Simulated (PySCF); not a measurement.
The complex [Mn(OH)6]2- (charge -2) contains Mn(IV), shell d3. The structure is a PBE0-D3(BJ)/def2-SVP, IEF-PCM water geometry optimised for multiplicity 4; coordination octahedral, point group S6, metal–donor distances 1.91 Å.

The d shell alone is too small an active space for [Mn(OH)6]2- (an active orbital has only 0.68 squared overlap with the free ion's shell): its levels, fitted parameters, g values and moments show what this model gives and aren't sound predictions.

Method (PySCF 2.14, density fitting): CASSCF(3,5) with orbitals averaged over all microstates of the shell, strongly contracted NEVPT2 on the averaged canonical orbitals; basis x2c-TZVPall on the metal, x2c-SVPall elsewhere; spin-free X2C; IEF-PCM water; spin-orbit coupling by state interaction with the mean-field operator over all roots.

CASSCF energies above the lowest CASSCF root:

| state | CASSCF / cm⁻¹ |
| --- | --- |
| 4Ag (from 4A2g) | 0 |
| 2Eg | 20699 |
| 2Eg (from 2T1g) | 21689 |
| 2Ag (from 2T1g) | 21960 |
| 4Eg (from 4T2g) | 22958 |
| 4Ag (from 4T2g) | 23122 |
| 2Ag (from 2T2g) | 30810 |
| 2Eg (from 2T2g) | 31402 |
| 4Ag (from 4T1g) | 32299 |
| 4Eg (from 4T1g) | 33064 |
| 2Ag (from 2A1g) | 39523 |
| 2Eg (from 2T2g) | 40716 |
| 2Ag (from 2T2g) | 40988 |
| 2Ag (from 2T1g) | 42816 |
| 2Eg (from 2T1g) | 43009 |
| 2Eg | 45773 |
| 2Ag (from 2T1g) | 48137 |
| 2Eg (from 2T1g) | 48549 |
| 4Eg (from 4T1g) | 52108 |
| 2Eg (from 2T2g) | 57283 |
| 2Ag (from 2T2g) | 57399 |
| 2Ag (from 2A2g) | 59562 |

**Question.** How does dynamic correlation (SC-NEVPT2) move these states?

**Answer.** 
| state | NEVPT2 / cm⁻¹ | shift / cm⁻¹ |
| --- | --- | --- |
| 4Ag (from 4A2g) | 0 | 0 |
| 2Eg | 19136 | -1564 |
| 2Eg (from 2T1g) | 19905 | -1784 |
| 2Ag (from 2T1g) | 20202 | -1758 |
| 4Eg (from 4T2g) | 31660 | +8703 |
| 4Ag (from 4T2g) | 31913 | +8790 |
| 2Ag (from 2T2g) | 29153 | -1657 |
| 2Eg (from 2T2g) | 30035 | -1367 |
| 4Ag (from 4T1g) | 39856 | +7557 |
| 4Eg (from 4T1g) | 40436 | +7372 |
| 2Ag (from 2A1g) | 46814 | +7292 |
| 2Eg (from 2T2g) | 47482 | +6766 |
| 2Ag (from 2T2g) | 47865 | +6877 |
| 2Ag (from 2T1g) | 49540 | +6724 |
| 2Eg (from 2T1g) | 49774 | +6765 |
| 2Eg | 51658 | +5885 |
| 2Ag (from 2T1g) | 53961 | +5823 |
| 2Eg (from 2T1g) | 54270 | +5722 |
| 4Eg (from 4T1g) | 64773 | +12664 |
| 2Eg (from 2T2g) | 60137 | +2854 |
| 2Ag (from 2T2g) | 60229 | +2831 |
| 2Ag (from 2A2g) | 61876 | +2314 |

Charge-transfer states lie outside this active space and may come lower than some of these levels. NEVPT2 lifts 4Ag (from 4T2g) from 23122 to 31913 cm⁻¹; on the d shell alone it tends to overshoot states that fill the eg-type orbitals. NEVPT2 on the d shell alone tends to put d–d bands too high for such charged or covalently bound ions.
